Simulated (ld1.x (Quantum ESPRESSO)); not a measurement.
# Reading a pseudo-wave (silver (Ag))

Columns: radius, all-electron u(r) and pseudo u(r) of the 4p shell (level -58.67 eV) of silver in the configuration [Ar] 3d10 4s2 4p6 4d10 5s1 5p0; LDA (PZ), scalar-relativistic, TM scheme, ld1.x (Quantum ESPRESSO) 7.5.

```csv
r (bohr),all-electron,pseudo
0.095,0.3285,0.0336
0.190,-0.3808,0.1302
0.285,-0.6160,0.2775
0.380,-0.3187,0.4565
0.475,0.1618,0.6446
0.570,0.5994,0.8185
0.665,0.9077,0.9584
0.760,1.0797,1.0508
0.855,1.1402,1.0902
0.950,1.1224,1.0798
1.045,1.0554,1.0284
1.140,0.9619,0.9482
1.235,0.8574,0.8520
1.330,0.7520,0.7504
1.425,0.6515,0.6512
1.520,0.5593,0.5593
1.615,0.4767,0.4767
1.710,0.4040,0.4040
1.805,0.3408,0.3408
1.900,0.2865,0.2865
1.995,0.2402,0.2402
2.090,0.2008,0.2008
2.185,0.1676,0.1676
2.280,0.1395,0.1395
2.375,0.1161,0.1161
2.470,0.0965,0.0965
```

Question: How many radial nodes do the two functions have?

Answer: The all-electron 4p function has n − l − 1 = 2; the pseudo-wave has 0, since the states of the same l below it are removed with the core.

Question: At about which radius was the pseudo-wave matched?

Answer: 1.65 bohr. The columns agree to 0.0005 from 1.43 bohr on; several derivatives are matched, so the curves merge somewhat inside the radius.

Question: Where does each function peak?

Answer: Outermost all-electron maximum near 0.85 bohr, pseudo maximum near 0.85 bohr (to the table’s step).

Question: Is the pseudo-wave norm-conserving?

Answer: Yes: the TM scheme keeps the norm inside the radius equal to the all-electron one, which fixes the energy derivative of the logarithmic derivative at the level.
